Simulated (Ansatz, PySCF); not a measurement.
System: sum formula HBO$_{2}$F, net charge 0, doublet state. It need not be the lowest isomer of its formula. 
Coordinates optimised at B3LYP-D3(BJ)/def2-TZVP (Ansatz, a quantum-chemistry and plane-wave program):
```xyz
5

B     -0.0319     0.0105     0.0033
F     -0.1548     1.3308    -0.0402
O     -1.1504    -0.7531     0.1684
O      1.1926    -0.5604    -0.1157
H      1.2144    -1.5222    -0.0761
```
Charge 0, spin multiplicity 2.

Quantity: atomisation energy (electronic, to ground-state atoms), in kcal/mol. Valence correlation only, unless marked. UHF or UKS for open shells. Spin-orbit coupling is left out. No relativistic terms. The coupled-cluster limit lacks core correlation, which all-electron functionals hold. CBS(X,Y): correlation extrapolated as X^-3; Hartree-Fock from the larger set (for Q and 5 zeta extrapolated as (X+1)exp(-9√X)). [CCSD(T)-MP2]/basis is that difference in the basis named.

| level | program | atomisation energy (kcal/mol) |
|---|---|---|
| HF/cc-pVTZ | Ansatz | 380.2 |
| HF/cc-pVQZ | Ansatz | 381.0 |
| revPBE/def2-TZVPD | Ansatz | 513.4 |
| PBE0-D3(BJ)/def2-TZVP | Ansatz + dftd3 | 519.4 |
| r2SCANh-D4/def2-TZVPD | Ansatz + dftd4 | 520.4 |
| M06-2X/def2-TZVPD | PySCF | 525.5 |
| MP2/6-31G* | Ansatz | 501.9 |
| MP2/CBS(cc-pVQZ,cc-pV5Z) | Ansatz | 541.1 |
| CCSD/cc-pVQZ | Ansatz | 503.7 |
| CCSD/CBS(cc-pVQZ,cc-pV5Z) | Ansatz | 508.3 |
| CCSD(T)/6-31G* | Ansatz | 481.0 |
| CCSD(T)/cc-pVDZ | Ansatz | 473.0 |
| CCSD(T)/cc-pwCVTZ | Ansatz | 506.2 |
| RI-MP2/CBS(aug-cc-pVTZ,aug-cc-pVQZ)+[CCSD(T)-MP2]/aug-cc-pVTZ | Ansatz | 519.2 |
| CCSD(T)/CBS(cc-pVQZ,cc-pV5Z) | Ansatz | 518.5 |
